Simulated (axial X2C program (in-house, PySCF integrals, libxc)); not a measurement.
Spin–orbit effects down a group: molecules with F (ions), CCSD

All values come from calculations with an in-house relativistic program for diatomic molecules, spin-free (one-electron X2C) or two-component (2c: spin–orbit coupling with atomic mean-field Coulomb and Gaunt terms, which also bring small scalar terms), in Dyall basis sets with cores contracted in-house; open shells are unrestricted.

Basis sets: F dyall-av3z, O dyall-av3z, S dyall-av3z, Se dyall-cv3z. Frozen shells (counts by l): OF⁺ F 1s, O 1s, 12 electrons correlated; SF⁺ S 2s1p, F 1s, 12 electrons correlated; SeF⁺ Se 3s2p1d, F 1s, 12 electrons correlated. Coupled cluster in natural virtuals with an MP2 remainder. Where the outer core of a metal is frozen, bonds come out longer and ionisation energies lower.

```csv
molecule,spin-free state,Re (Å),ωe (cm⁻¹),De (eV),2c state,Re 2c (Å),ωe 2c (cm⁻¹),De 2c (eV)
OF⁺,"M_S = 1, Λ = 0",1.225,1391.2,2.57,Ω = 1,1.225,1391.2,2.56
SF⁺,"M_S = 1, Λ = 0",1.516,1026.7,3.31,Ω = 1,1.516,1026.5,3.30
SeF⁺,"M_S = 1, Λ = 0",1.657,827.7,2.93,Ω = 1,1.658,826.7,2.91
```

Problem. Work out the shifts from the spin-free to the two-component result.

Solution. 

```json
{"molecule": "OF⁺", "2c state": "Ω = 1", "ΔRe (Å)": "0.000", "Δωe (cm⁻¹)": "noise", "ΔDe (eV)": "-0.01"}
{"molecule": "SF⁺", "2c state": "Ω = 1", "ΔRe (Å)": "0.000", "Δωe (cm⁻¹)": "noise", "ΔDe (eV)": "-0.01"}
{"molecule": "SeF⁺", "2c state": "Ω = 1", "ΔRe (Å)": "0.001", "Δωe (cm⁻¹)": "noise", "ΔDe (eV)": "-0.02"}
```

Shifts of one unit in the last digit are rounding. Where the truncated virtual spaces of the two runs make Δωe unreliable it is marked noise.

Fragments in 2c: F + O+, S+ + F, Se+ + F. Each entry is the lowest single determinant of a limited PBE0 search at one distance. De goes to single-determinant-based atoms at the same level (for ions the charge split of lowest energy) and is withheld (n/a) where an atom does not fit its ground term or J level. Main or longest-lived isotopes. One determinant is a doubtful description, or other states lie close, for OF⁺, SF⁺, SeF⁺; these need not be ground states, and all values refer to the states named. Some open-shell Ω = 0 determinants are out of reach, so the Ω given for OF⁺, SF⁺, SeF⁺ need not be the lowest component. With several unpaired electrons the Ω given is that of one determinant, not necessarily of the lowest component.
